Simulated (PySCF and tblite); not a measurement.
The numbers below are computed, except where a source is named.
2 E/Z isomers of C₈H₁₆O, numbered alike:

| isomer | SMILES | descriptors |
| --- | --- | --- |
| A | [CH3:1][O:2]/[C:3]([CH3:4])=[C:5](/[CH3:6])[CH:7]([CH3:8])[CH3:9] | 3=5 Z |
| B | [CH3:1][O:2]/[C:3]([CH3:4])=[C:5](\[CH3:6])[CH:7]([CH3:8])[CH3:9] | 3=5 E |

Each isomer is a Boltzmann average at 298.15 K over at most 6 conformers: GFN2-xTB geometries, energies PBE0/6-31G* (D3(BJ) added where defined), GFN2-xTB thermal terms. Programs: PySCF with density fitting and tblite.

Equilibrium rotational constants and dipole components of each isomer's leading conformer, in random order:

| set | A (MHz) | B (MHz) | C (MHz) | abs μa | abs μb | abs μc (D) |
| --- | --- | --- | --- | --- | --- | --- |
| P | 2148 | 1118 | 907 | 0.80 | 0.42 | 1.00 |
| Q | 2621 | 981 | 859 | 0.14 | 0.52 | 1.23 |

Q: Match sets and isomers.

A: P is A (C1), Q is B (C1).

The whole study took 10 min on 1 thread of Intel Xeon @ 2.50GHz, shared host (rough), peak memory 0.86 GiB, launched as `OMP_NUM_THREADS=1 python ens_run.py task.json out`.
